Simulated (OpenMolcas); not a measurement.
Computed levels of 5d² in ions with 70 electrons, in cm-1 above ³F₂.

```yaml
Program: OpenMolcas 26.06
Method: CASSCF
Basis: ANO-RCC-VQZP
Scalar_Hamiltonian: DKH2, point nucleus
Spin-orbit_coupling: RASSI with atomic mean-field integrals over the reference wave functions, term energies averaged over their components
```

Active space for each ion: 2 electrons in 10 orbitals (5d 6d).

```
Level   Hf2+   Ta3+    W4+   Os6+   Ir7+
  ³F₃   3180   4621   6121   9806  12072
  ³F₄   6328   8971  11628  17819  21441
  ³P₀  10946  13080  14868  18216  19837
  ³P₁  12486  15454  18151  23927  27150
  ³P₂  15900  20521  24909  34785  40500
  ¹G₄  16534  20746  24602  33079  37975
  ¹S₀  34414  42466  49283  63181  70684
```

Task: Estimate ³F₄, ³P₀, ³P₁ for Re5+ from its neighbours W4+ and Os6+.

Result: ³F₄ is fine structure, which grows about as the fourth power of a screened charge, so the fourth roots are averaged: ((11628^0.25 + 17819^0.25) / 2)^4 = 14477. The calculation gives 14672, so the estimate is off by -1.3 %.
³P₀ is another term, which grows about linearly with the charge: (14868 + 18216) / 2 = 16542. The calculation gives 16557, so the estimate is off by -0.1 %.
³P₁ is another term, which grows about linearly with the charge: (18151 + 23927) / 2 = 21039. The calculation gives 21000, so the estimate is off by +0.2 %.

Mixed levels, with the weight of the term that names them: Hf2+ ³P₂ (66 %), Ta3+ ³P₂ (62 %), W4+ ³P₂ (60 %), Re5+ ³P₂ (58 %), Os6+ ³P₂ (56 %), Ir7+ ³P₂ (55 %).

Without dynamic correlation excited terms often stand tens of per cent too high (terms of higher spin than the ground term too low), and those without a measured partner can miss by more than the paired ones. Active for correlation alone: 6d; no level in the range computed is led by a configuration that fills it, so any true level of that kind is missing. Levels of configurations outside the active space are missing.
